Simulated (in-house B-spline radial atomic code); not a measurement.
Atomic self-consistent-field run: Cd4+. Level of theory: non-relativistic PBE0, spin-polarised, spherical fractional occupations, exact exchange averaged over the configuration, point nucleus; calculated with a radial B-spline atomic code at the basis-set limit.

Command:
```bash
python run_scf.py task.json out
```
Settings:
```
Z                48
configuration    [Kr] 4d8
hamiltonian      nr
method           pbe0
spin_polarised   True
exact_exchange   averaged over the configuration
```

Output (hartree, bohr):
```
 radial grid: 50 intervals, B-splines of order 8, outer radius 22.1277 bohr

 iter        energy (Eh)    residual
    1       -5446.391312    7.23e-01
    2       -5455.989505    5.23e-01
    3       -5462.542290    1.18e-01
    4       -5462.898343    2.71e-02
    5       -5462.909024    1.55e-02
    6       -5462.914322    3.01e-03
    7       -5462.914393    2.85e-04
    8       -5462.914394    2.32e-05
    9       -5462.914394    1.64e-06
   10       -5462.914394    7.28e-08

 total energy                     -5462.91439
 kinetic                            5460.7670
 electron-nucleus                 -12918.0561
 Hartree                            2143.4579
 exact exchange                      -36.6933
 exchange-correlation               -112.3898

 orbital      occ     eigenvalue          <r>       <r^2>       <1/r>       r_max
 1s up      1.000      -947.7895    0.0317064  0.00134486     47.4768     0.02099
 1s down    1.000      -947.7895    0.0317064  0.00134486     47.4768     0.02099
 2s up      1.000      -140.2715     0.137293   0.0221448     10.8221      0.1164
 2s down    1.000      -140.2488     0.137286   0.0221427     10.8229      0.1164
 2p up      3.000      -130.8194     0.117282    0.016736     10.8184      0.0913
 2p down    3.000      -130.8007     0.117272   0.0167331     10.8192     0.09129
 3s up      1.000       -28.0243     0.370547    0.156808      3.8744      0.3356
 3s down    1.000       -28.0141     0.370464    0.156712     3.87467      0.3357
 3p up      3.000       -24.1714     0.362262    0.152139     3.79094      0.3223
 3p down    3.000       -24.1593     0.362168    0.152029     3.79111      0.3224
 3d up      5.000       -17.0655     0.334135    0.132598     3.63988      0.2662
 3d down    5.000       -17.0429     0.334241    0.132667     3.63849      0.2663
 4s up      1.000        -5.8163     0.901106     0.91689     1.51615      0.8198
 4s down    1.000        -5.7261     0.900499    0.915969      1.5179      0.8188
 4p up      3.000        -4.5479     0.956039     1.04091     1.41035      0.8529
 4p down    3.000        -4.4479     0.956174     1.04183     1.41087       0.852
 4d up      5.000        -2.4489      1.13934     1.51666     1.15528      0.9506
 4d down    3.000        -2.3785      1.14575     1.53706     1.15119       0.951
```

Cost of the run: 0.44 s on 1 thread of Intel(R) Xeon(R) 6975P-C (shared host).
